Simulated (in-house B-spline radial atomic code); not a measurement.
## How G0W0 and RPA depend on the start: Ge III (Ge2+)

Configuration [Ar] 3d10 4s2. Computed with an all-electron radial atomic-structure program (B-spline basis): all electrons, non-relativistic, point nucleus, each spin shell either full or empty, empty states to l = 9 with an (l + 1/2)⁻⁴ tail; G0W0 by contour deformation at full frequency.

| start | mean-field 4s (eV) | G0W0 (eV) | QP weight | RPA correlation (Eh) |
| --- | --- | --- | --- | --- |
| Hartree-Fock | -31.96 | -33.57 | 0.968 | -2.0561 |
| LDA VWN5 | -29.161 | -34.03 | 0.939 | -2.2853 |
| PBE | -28.784 | -33.99 | 0.938 | -2.2799 |
| PBE0 | -29.806 | -33.87 | 0.949 | -2.2158 |
| r2SCAN | -29.072 | -33.96 | 0.946 | -2.2415 |
| HSE06 | -29.524 | -33.90 | 0.946 | -2.2227 |
| B3LYP (VWN-RPA) | -29.836 | -33.92 | 0.947 | -2.2304 |
| SCAN | -29.190 | -33.96 | 0.946 | -2.2412 |
| TPSS | -28.722 | -33.99 | 0.938 | -2.2692 |
| BHandHLYP | -30.88 | -33.78 | 0.957 | -2.1595 |
| CAM-B3LYP | -31.47 | -33.87 | 0.958 | -2.2027 |
| LC-wPBE | -32.76 | -33.85 | 0.964 | -2.2018 |
| wB97X | -32.49 | -33.83 | 0.964 | -2.1892 |
| PBEsol | -28.816 | -34.00 | 0.938 | -2.2818 |
| BLYP | -28.858 | ? | ? | ? |
| r2SCAN0 | -30.04 | -33.85 | 0.953 | -2.1907 |
| LDA exchange-only | -27.841 | ? | ? | ? |

What G0W0 level, weight and RPA correlation energy follow from the LDA exchange-only start?

G0W0 level -34.04 eV, weight 0.936, RPA correlation -2.2858 hartree.

What G0W0 level, weight and RPA correlation energy follow from the BLYP start?

G0W0 level -34.01 eV, weight 0.937, RPA correlation -2.2823 hartree.

How much of the dependence on the start does G0W0 remove?

The mean-field levels span 4.92 eV and the G0W0 levels 0.474 eV. Against 34.058 ± 0.0012 eV (NIST, measured) the G0W0 removal energies are off by -0.49 to -0.01 eV, with relativity, Breit and QED terms left out.
